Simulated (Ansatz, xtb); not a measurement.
**Relaxing a trial structure of C3H9AlOSi**

The starting geometry of this gas-phase singlet was built from a drawn formula by distance geometry and a force field; its bonds are those of `[CH3][Al]([SiH3])[CH2]C=O`.

```xyz
15

C     0.6181   -1.8600    2.5592
C     0.7314    1.2813    1.1445
C    -0.0084    1.5898   -0.1053
Al   -0.2847   -0.1799    2.1338
O    -0.0631    0.7850   -1.0799
Si   -2.5374    0.2394    2.8383
H     0.8874   -2.3862    1.6012
H     1.4869   -1.7639    3.1643
H    -0.1223   -2.5693    3.0749
H    -3.3620    0.4591    1.6294
H    -2.9716   -1.0282    3.5378
H    -2.5556    1.3609    3.7222
H     0.7531    2.1546    1.7967
H     1.7126    0.8993    0.9301
H    -0.5444    2.5622   -0.1940
```

Predict what becomes of its bonds when it is optimised with r2SCAN-D4/def2-SVP.

A new bond forms, giving a structure given below by its coordinates. Distances that change by over a tenth: C2–Al4 (2.04 → 2.36 Å), C3–Al4 (2.87 → 2.30 Å). Contacts that close: Al4–O5 (3.36 → 1.84 Å).

The energy falls by 1.12 eV over 32 steps:

```json
{"step": "1", "E − E(last) (eV)": "1.119"}
{"step": "4", "E − E(last) (eV)": "0.766"}
{"step": "8", "E − E(last) (eV)": "0.670"}
{"step": "11", "E − E(last) (eV)": "0.410"}
{"step": "15", "E − E(last) (eV)": "0.074"}
{"step": "18", "E − E(last) (eV)": "0.027"}
{"step": "22", "E − E(last) (eV)": "0.014"}
{"step": "25", "E − E(last) (eV)": "0.007"}
{"step": "29", "E − E(last) (eV)": "0.000"}
{"step": "32", "E − E(last) (eV)": "0.000"}
```

Final geometry (Å):

```xyz
15

C     0.7577   -1.7894    2.3262
C     0.7473    1.5453    1.1200
C    -0.1077    1.2152    0.0960
Al   -0.4605   -0.4038    1.6893
O    -0.4630   -0.0349   -0.1136
Si   -2.5225    0.3340    2.7710
H     1.6578   -1.8879    1.6958
H     1.0904   -1.6014    3.3622
H     0.2603   -2.7759    2.3348
H    -3.1644    1.4422    1.9885
H    -3.5478   -0.7515    2.9220
H    -2.2663    0.8659    4.1512
H     0.9101    2.5834    1.4163
H     1.4839    0.8110    1.4798
H    -0.6351    1.9919   -0.4864
```

From the same start GFN2-xTB ends elsewhere, differing in C2–Al4 (3.88 against 2.36 Å here), C3–Al4 (3.01 against 2.30 Å here).

The end wasn't checked by frequencies. Run with Ansatz 0.2.0, 66 s on 2 threads of Intel(R) Xeon(R) 6975P-C (Granite Rapids) (shared host).
